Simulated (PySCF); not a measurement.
How methods differ on the excitation energy of Sb²⁺

Sb²⁺ [Kr] 4d10 5s2 5p1 (2P) → Sb²⁺ [Kr] 4d10 5s1 5p2 (4P), as a difference of total energies. Calculation: PySCF 2.14, in def2-QZVPPD with the def2 core potential (28 electrons); a scalar-relativistic core potential. Correlated levels: valence: 4s2 4p6 4d10 frozen. The calculations carry no spin-orbit coupling.

| method | excitation energy (eV) |
| --- | --- |
| UHF | 5.570 |
| MP2 (valence) | 6.352 |
| SCS-MP2 (valence) | 6.642 |
| CCSD (valence) | 6.566 |
| CCSD(T) (valence) | 6.583 |

How much does correlation contribute at CCSD(T) (valence)?

6.583 − (5.570) = 1.013 eV, measured against UHF.
